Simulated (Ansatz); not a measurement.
```xyz
2

Fe    0.0000    0.0000    0.0000
N     0.0000    0.0000    1.5800
```

Basis set: def2-SVP. Charge 0. Computed with Ansatz (development build ahead of 0.2.0); the lowest solution found for each multiplicity.

Task: How do the multiplicities compare at this shape? Give, from the lowest of each method, PBE0 (restricted) for 2, 4.

Result:

```json
{"method": "PBE0, restricted", "multiplicity": "2", "E (eV)": "0.486", "<S²>": "0.75"}
{"method": "PBE0, restricted", "multiplicity": "4", "E (eV)": "0.000", "<S²>": "3.75"}
```

Caution for PBE0, restricted: no unrestricted run beside it, a lower state can exist.
